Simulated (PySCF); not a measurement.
# Calculated NMR parameters of B1Oc2ccccc2O1

```yaml
Formula: C6H5BO2
SMILES: B1Oc2ccccc2O1
Point_group_of_the_computed_structure: C2v
Carbon_signals: 3
Proton_signals: 3
```

Molfile (atoms numbered from 1):
```
C6H5BO2
     RDKit          3D

 14 15  0  0  0  0  0  0  0  0999 V2000
    2.5008    0.3946    0.7594 B   0  0  0  0  0  0  0  0  0  0  0  0
    1.7746   -0.7434    1.0427 O   0  0  0  0  0  0  0  0  0  0  0  0
    0.5468   -0.5361    0.4719 C   0  0  0  0  0  0  0  0  0  0  0  0
   -0.5510   -1.3649    0.4601 C   0  0  0  0  0  0  0  0  0  0  0  0
   -1.6795   -0.8898   -0.2044 C   0  0  0  0  0  0  0  0  0  0  0  0
   -1.6891    0.3569   -0.8209 C   0  0  0  0  0  0  0  0  0  0  0  0
   -0.5704    1.1868   -0.8023 C   0  0  0  0  0  0  0  0  0  0  0  0
    0.5376    0.7071   -0.1433 C   0  0  0  0  0  0  0  0  0  0  0  0
    1.7598    1.3010    0.0303 O   0  0  0  0  0  0  0  0  0  0  0  0
    3.6204    0.5708    1.0994 H   0  0  0  0  0  0  0  0  0  0  0  0
   -0.5329   -2.3334    0.9430 H   0  0  0  0  0  0  0  0  0  0  0  0
   -2.5691   -1.5067   -0.2407 H   0  0  0  0  0  0  0  0  0  0  0  0
   -2.5860    0.6914   -1.3278 H   0  0  0  0  0  0  0  0  0  0  0  0
   -0.5671    2.1584   -1.2793 H   0  0  0  0  0  0  0  0  0  0  0  0
  1  2  1  0
  2  3  1  0
  3  4  2  0
  4  5  1  0
  5  6  2  0
  6  7  1  0
  7  8  2  0
  8  9  1  0
  9  1  1  0
  8  3  1  0
  1 10  1  0
  4 11  1  0
  5 12  1  0
  6 13  1  0
  7 14  1  0
M  END
```

Computed data (PySCF 2.14): structure optimised with PBE0-D3(BJ)/def2-TZVP, shielding tensors at B97-2/pcSseg-2 (GIAO). Relativity neglected, single conformer, no solvent, fast rotation and ring inversion assumed for equivalent nuclei.

Chemical shifts δ = σref − σ; TMS for 1H (31.64 ppm) and 13C (185.38 ppm); 11B (99.77 ppm) against BF3·OEt2; 17O (327.66 ppm) vs H2O, all at this level.

| carbon | δC, type | δH (multiplicity) | HMBC from (2–3 bonds) | span of the C tensor (ppm) |
| --- | --- | --- | --- | --- |
| C3/C8 | 156.4, C | – | H11/H14, H12/H13, H10 | 158 |
| C4/C7 | 118.6, CH | 7.52 (m) | H12/H13 | 186 |
| C5/C6 | 129.2, CH | 7.41 (m) | H11/H14, H12/H13 | 226 |

Other nuclei:
```csv
atoms,nucleus,environment,δ (ppm),σ (ppm)
H10,1H,"hydrogen on a boron bonded to 2 O, in a 5-membered ring",5.02,26.62
B1,11B,"boron bonded to 2 O, H, in a 5-membered ring",26.6,73.2
O2/O9,17O,"oxygen bonded to C, B, in a 5-membered ring",216.5,111.1
```

δC 156.4: aromatic carbon bearing oxygen; the electronegative substituent deshields the carbon that carries it. δC 129.2, 118.6: aromatic CH. δH 7.52, 7.41: hydrogen on an aromatic CH; ring-current deshielding. δH 5.02: hydrogen on a boron bonded to 2 O, in a 5-membered ring.

Hydrogens on boron are broadened and split by 11B (spin 3/2, 80 %) and 10B (spin 3). Shifts are as computed. Against solution values, carbons near 30 ppm lie about +3 ppm off and those near 130 ppm about +7 ppm. Of 1309 compounds with measured shifts, 239 miss one by over three times the rms of a fit or turn the order of signals round; such compounds aren't used in these exercises. Experimental scales use liquid or dissolved standards, which lie at an offset from isolated H2O (liquid H2O: subtract about 36 ppm). No couplings were computed; multiplicities are counted from neighbouring protons, with m where these are inequivalent, close in shift, in a saturated or five-membered ring or joined by F or P, and br s for small geminal =CH2 splittings.
